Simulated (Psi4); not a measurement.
Pair of molecules, SMILES F with SMILES P (the first has 2 atoms); geometry from B3LYP-D3(BJ)/def2-TZVP, rigid monomers moved along the line of their centres of mass till H2···P3 is 4.12 Å.
(charge 0, multiplicity 1):
```xyz
6

F     -1.44370    -0.22895    -0.24385
H     -0.94647    -0.05063     0.53323
P      1.23319     0.73445     3.94189
H      0.91587     0.11639     5.17265
H      2.61876     0.46288     4.00446
H      1.32572     2.04403     4.46522
```

Method: SAPT0/jun-cc-pV(D+d)Z (Psi4).

Which attractive term is largest, and how does the interaction split up?

electrostatics -53.3, exchange 1.6, induction -3.9, dispersion -2.8, total -58.3 meV; the largest attraction is electrostatics.
